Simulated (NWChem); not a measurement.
C$_{2}$H$_{2}$Cl, doublet; SMILES C(Cl)=[CH]

Program: NWChem. Pople sets run with spherical d functions. Spin-unrestricted. In the optimisation the excess spin sits in a' (Cs, its own frame). Structure relaxed at the PBE0/def2-SVP, spin-unrestricted level. No stability test was run on the SCF state. Level: PBE/6-31G* with SMD (1 M gas to 1 M solution), gas-phase geometry. Reactions with the solvent are ignored.

| solvent | dielectric constant | solvation free energy (kcal/mol) | cavity-dispersion-structure term (kcal/mol) | dipole in solution (D) |
|---|---|---|---|---|
| water | 78.4 | 0.6 | 3.6 | 1.33 |
| cyclohexane | 2.02 | -1.6 | -0.2 | 1.14 |
| 2-propanol | 19.3 | -1.9 | 0.9 | 1.31 |
| toluene | 2.37 | -1.9 | -0.3 | 1.17 |
| ethanol | 24.9 | -1.9 | 0.9 | 1.31 |
| ethylene glycol | 40.2 | 0.1 | 3.0 | 1.32 |
